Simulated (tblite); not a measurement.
C6H8N2OSi.
Cartesian coordinates in Å at the GFN2-xTB level; atoms count from 1:
```
atom  x, y, z in Å
C1     3.3261   -0.2535    0.5561
C2     2.5004    0.1433   -0.3925
C3     1.2668    0.9618   -0.1352
C4     0.0435    0.1759   -0.5230
C5    -0.0081   -0.2402   -1.8899
N6    -0.0744   -0.5772   -2.9838
N7    -0.8552   -0.1048    0.3169
Si8   -2.3496   -0.9330    0.3442
C9    -3.5248    0.4353    1.0124
O10   -4.7039    0.4504    0.7804
H11    4.2010   -0.8403    0.3359
H12    3.1669   -0.0004    1.5913
H13    2.6716   -0.1229   -1.4276
H14    1.1888    1.2325    0.9179
H15    1.3047    1.8702   -0.7458
H16   -2.9299   -1.5080   -0.8654
H17   -2.1441   -1.8965    1.4232
H18   -3.0886    1.2136    1.6732
```

Level: GFN2-xTB in tblite, geometry and Hessian alike; calculated harmonic values, unscaled, isolated species. Errors from tens to a few hundred cm⁻¹ against measured bands are possible. Modes of hydrogen on silicon can be 10 to 20 % off. One conformer, not necessarily the lowest.

Harmonic wavenumbers (cm⁻¹): 27.3, 39.2, 46.8, 62.7, 75.2, 99.0, 156.0, 185.0, 251.4, 306.9, 312.5, 365.9, 407.7, 451.2, 544.7, 578.9, 593.6, 663.9, 679.7, 695.2, 731.4, 761.7, 782.3, 871.0, 900.4, 944.8, 959.2, 1022.5, 1089.8, 1154.0, 1177.7, 1251.2, 1293.9, 1344.0, 1405.9, 1433.9, 1676.8, 1715.9, 1760.0, 2278.9, 2296.7, 2356.1, 2701.9, 2937.3, 3012.6, 3060.7, 3104.0, 3134.3.

A = 2093, B = 524.3, C = 460.8 MHz; mass 152.041 u (most abundant isotopes); point group C1, symmetry number 1.

**Question.** What is the zero-point energy?

**Answer.** ½Σν̃ = 26851 cm⁻¹ = 321.21 kJ/mol.

**Question.** Entropy at 500 K, 1 bar (ideal gas, RRHO, classical rotation)?

**Answer.** Translation 182.26, rotation 135.44, vibration 282.57: S = 600.3 J/(mol K).

**Question.** And Cp and H(500 K) − H(0)?

**Answer.** Cp = 254.83 J/(mol K), of which vibrations give 221.57 (their classical limit is 48 R = 399.1); H(500 K) − H(0) = 80.89 kJ/mol without the zero-point energy, 64.26 from vibrations.

**Question.** How do the functions run with temperature in this model?

**Answer.** 
```csv
T (K),S (J/(mol K)),Cp (J/(mol K)),H − H(0) (kJ/mol),G − H(0) (kJ/mol),ln q(vib)
50,276.4,75.9,2.73,-11.09,1.68
100,336.9,100.5,7.16,-26.53,4.13
298.15,486.3,187.4,35.80,-109.18,11.90
373.15,531.5,215.7,50.94,-147.37,14.46
750,714.6,308.5,151.82,-384.11,25.76
1000,808.4,343.1,233.57,-574.84,32.15
```

q(vib) and H(0) count from the zero-point level.

**Question.** What must be added to the electronic energy to get the Gibbs energy at 500 K and 1 bar?

**Answer.** ZPE + [H(500 K) − H(0)] − T·S = 321.21 + 80.89 − 300.14 = 101.96 kJ/mol.

**Question.** Blend soft modes into free rotors: weight 1/[1 + (100 cm⁻¹/ν̃)⁴] for the oscillator and the rest for a rotor with moment μB/(μ + B), μ = h/(8π²ν), B = 10⁻⁴⁴ kg m². What vibrational entropy results?

**Answer.** 243.99 J/(mol K) in place of 282.57, which changes −T·S at 500 K by +19.29 kJ/mol.

Hindered rotation and anharmonicity are outside this model. Other conformers, if any are populated, would add a mixing term that is left out. The structure is chiral; the term R ln 2 for an equal mix with its mirror image is left out.
